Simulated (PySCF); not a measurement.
## K2: frontier orbitals

PBE at R = 4.017 Å; K pcseg-1; no relativity (PySCF 2.14). State: ¹Σg⁺ (singlet), closed shell. Only the outer orbitals are listed.

```
orbital  occ.  ε (eV)  main shells (%)
     σg     2  -18.55            100 p
     πu     2  -18.53            100 p
     πu     2  -18.53            100 p
     πg     2  -18.52            100 p
     πg     2  -18.52            100 p
     σu     2  -18.47            100 p
     σg     2   -2.54             97 s
     σu     0   -1.63       86 s, 14 p
     πu     0   -0.53             94 p
     πu     0   -0.53             94 p
```

**Question.** Which are the highest filled and the lowest empty level, where do they sit, and how wide is the gap?

**Answer.** Highest filled σg at -2.54 eV (in %: 97 s); lowest empty σu at -1.63 eV (in %: 86 s, 14 p); the gap at PBE is 0.91 eV.

```
bond order (Mayer)             : 1.01
⟨S²⟩                           : 0.000
polarisability along the bond  : 691.4 bohr³
polarisability across the bond : 234.8 bohr³
```

Closed-shell solutions of metal pairs were not tested for spin polarisation, which can lower them a little.
